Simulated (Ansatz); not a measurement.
Molecule: C₄H₇Cl₂, net charge 0, doublet state. It need not be the lowest isomer of its formula. SMILES: [C@H](Cl)(C)C[CH]Cl
Structure (B3LYP-D3(BJ)/def2-TZVP (Ansatz, a first-principles code) minimum search):
```xyz
13

C     -2.4075     0.6076     0.3975
C     -1.0315     0.1406    -0.0291
C      0.0491     0.4353     1.0193
C      1.4285     0.0816     0.6144
Cl     2.1971     1.0101    -0.6075
Cl    -1.0734    -1.6508    -0.3642
H     -2.3959     1.6903     0.5459
H     -3.1517     0.3714    -0.3616
H     -2.7060     0.1332     1.3333
H     -0.7468     0.5863    -0.9801
H     -0.1989    -0.1022     1.9379
H     -0.0077     1.5077     1.2380
H      1.8709    -0.8854     0.7924
```
Charge 0, spin multiplicity 2.

Atomisation energy built up term by term with Ansatz (kcal/mol; UHF references for open shells; valence terms freeze the core; atomic spin-orbit terms are left out). CBS(X,Y): correlation extrapolated as X^-3; Hartree-Fock from the larger set.

```tsv
term	basis	kcal/mol
Hartree-Fock	cc-pV(Q+d)Z	861.92
CCSD correlation	CBS(cc-pV(T+d)Z,cc-pV(Q+d)Z)	[?]
(T)	CBS(cc-pV(T+d)Z,cc-pV(Q+d)Z)	[?]
core correlation	cc-pwCVTZ	4.78
scalar relativity (X2C)	cc-pVTZ-DK against cc-pVTZ	-1.15
sum: De		[?]
```

What belongs in the gaps?


- CCSD correlation, kcal/mol: 274.99
- (T), kcal/mol: 19.79
- sum: De, kcal/mol: 1160.3
